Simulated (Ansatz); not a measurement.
Reactions of C₂H₈ClNSi₂ (`C=CN([SiH3])[SiH2]Cl`).

Isolated molecules relaxed with PBE0-D4/def2-TZVP in Ansatz; ΔE leaves out vibrations. CCSD(T)/CBS is the MP2 limit (def2-TZVPP, def2-QZVPP) plus CCSD(T) − MP2 in def2-TZVPP, frozen cores. This one scheme is used for every species, atoms too. Functionals use def2-TZVPP. Open shells (•) are unrestricted, without spin–orbit coupling. Spin–orbit coupling would lower the free atoms: a little for C, Cl, Si. For Ge outer-core shells are correlated without core-valence functions, so the limit isn't a true one: a few kJ/mol of doubt a bond, and 10 to 20 or more in all where bonds break to atoms. Scalar relativity is left out up to krypton. Each species was taken in one conformer, which may not be the lowest.

```csv
reaction,HF/CBS(def2) (kJ/mol),PBE-D4 (kJ/mol),r2SCAN-D4 (kJ/mol)
`C=CN([SiH3])[SiH2]Cl` + `C1CC1` → `C=CC1CC1` + `[SiH3]N[SiH2]Cl`,-53,-32,-37
`C=CN([SiH3])[SiH2]Cl` + `N[Si](O)(O)F` → `O[Si](O)(F)N[SiH2]Cl` + `C=CN[SiH3]`,-32,-18,-20
`C=CN([SiH3])[SiH2]Cl` + `C=CNC` → `C=CN(C)[SiH2]Cl` + `C=CN[SiH3]`,-24,-19,-20
`C=CN([SiH3])[SiH2]Cl` → `C=CN[SiH2]Cl` + `[SiH2]`,246,267,287
`C=CN([SiH3])[SiH2]Cl` → 2 C• + Cl• + 8 H• + N• + 2 Si•,3700,5062,5010
`C=CN([SiH3])[SiH2]Cl` + `C1=CS[SiH2]1` → `[SiH3][SiH]1C=CS1` + `C=CN[SiH2]Cl`,34,8,20
`C=CN([SiH3])[SiH2]Cl` + `[OH][GeH2][F]` → `[F][GeH2][O][SiH3]` + `C=CN[SiH2]Cl`,-93,-56,-64
`C=CN([SiH3])[SiH2]Cl` + `O[SiH2]S` → `O[SiH2]S[SiH2]Cl` + `C=CN[SiH3]`,-16,-25,-21
`C=CN([SiH3])[SiH2]Cl` + `C=N[SiH2]N` → `C=N[SiH2]N[SiH3]` + `C=CN[SiH2]Cl`,-34,-19,-21
`C=CN([SiH3])[SiH2]Cl` + `N=C=O` → `O=C=N[SiH2]Cl` + `C=CN[SiH3]`,-71,-37,-43
```

Task: Give the CCSD(T)/CBS values in the same order. (Best estimate.)

Result: Computed: -40, -13, -19, 274, 5013, 32, -61, -12, -16, -37 kJ/mol.

Largest T1 diagnostic: 0.018, for `N=C=O`.
